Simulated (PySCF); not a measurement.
B(I)2(OMe) (CH₃BI₂O), SMILES IB(OC)I.

Coordinates come from a r2SCAN-D4/def2-SVP optimisation. The def2 effective core potentials stand for the cores of I; spin–orbit coupling is left out. Other conformers were not sampled.

Method: PBE/def2-TZVP (PySCF).

Gas-phase values at a fixed geometry.

The total energy is -735.35523 hartree, the point group comes out as Cs and the highest occupied level is -6.20 eV. The lowest empty level comes out as -1.91 eV. The orbital gap comes out as 4.29 eV. The dipole moment comes out as 2.39 D and the quadrupole, principal values (traceless, Buckingham form, about the centre of nuclear charge) is -5.41, -3.77, 9.19 D·Å. The mean static polarisability is 98.7 bohr³ (14.62 Å³) and the polarisability, principal values is 69.6, 98.3, 128.1 bohr³.
